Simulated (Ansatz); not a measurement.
The same path of ClFH₆OW (10 atoms, charge 0, multiplicity 1) was run twice with different band settings. Lost on the way: W1–Cl2, O8–H10. Made: Cl2–H10.

All numbers below come from RKS PBE0-D4/def2-SVP in Ansatz.

Relaxed end points:

```xyz
10
Properties=species:S:1:pos:R:3
W 0.236 0.145 0.239
Cl -0.610 -0.091 2.393
F 1.911 -0.316 -0.525
H -0.518 1.351 -0.659
H -1.370 -0.197 -0.052
H -0.219 -1.423 -0.085
H -0.282 -0.372 -1.251
O 1.633 1.598 1.346
H 2.574 1.446 1.176
H 1.490 1.553 2.304
```

```xyz
10
Properties=species:S:1:pos:R:3
W 0.699 -0.124 -0.318
Cl -0.502 2.343 3.024
F 1.692 0.298 -1.852
H -0.550 0.697 0.403
H -0.796 -0.878 -0.242
H 0.662 -1.802 -0.108
H -0.497 0.568 -1.235
O 1.402 0.603 1.308
H 2.320 0.342 1.498
H 0.414 1.650 2.409
```

Common settings: spring 5.0 eV/Å²; optimiser quadratic models (default); start path through a guess of the saddle point; force threshold 0.05 eV/Å; end points relaxed.

| run | movable images | climbing image | iteration limit |
| --- | --- | --- | --- |
| 1 | 7 | yes | 45 |
| 2 | 6 | no | 57 |

(1) What does each run give, and how far can it be trusted?

Results:

(1) Run 1: converged after 20 iterations, highest image 0.986 eV above the first end. The profile has 2 maxima (images 1, 4) with wells between them (image 2): this band takes more than one step, which may be the mechanism or a detour left from its start path. A vibrational analysis at the climbing image gives one clearly imaginary mode, 113i cm⁻¹: a first-order saddle point.
Run 2: converged after 27 iterations, highest image 0.986 eV above the first end. No image climbed, so the highest image needn't sit at the top of the path.
The orbitals stay closed-shell, which can raise the energy where a bond breaks towards radicals; this wasn't checked here.
